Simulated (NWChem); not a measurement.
System: CH3ClGeO2; SMILES [C](=O)(O)[GeH2][Cl]

Input file for NWChem:

```
start job
memory heap 200 mb stack 900 mb global 1100 mb
geometry units angstroms noautoz
  O     -0.697095    -2.413200     0.124080
  C      0.036614    -1.494586    -0.124302
  O      1.316540    -1.628299    -0.459269
  Ge    -0.653449     0.368789    -0.045076
  Cl     0.878812     1.808110    -0.535599
  H      1.516497    -2.581796    -0.458694
  H     -1.126413     0.637500     1.387446
  H     -1.783456     0.498787    -1.071815
end
basis spherical
  * library 6-31g*
end
dft
  xc slater pw91lda
  iterations 150
  mulliken
end
task dft energy
```

All runs use the structure optimised with PBE0/def2-SVP.

Question: What results follow from this input? (LDA (Slater exchange, PW92)/6-31G* (spherical d).) Quantities: energy (Ha); highest occupied level (eV); orbital gap (eV); dipole (D).

Answer: 
```
Quantity                        Value
---------------------------  --------
energy (Ha)                  -2721.21
highest occupied level (eV)     -6.57
orbital gap (eV)                 4.79
dipole (D)                       1.31
```
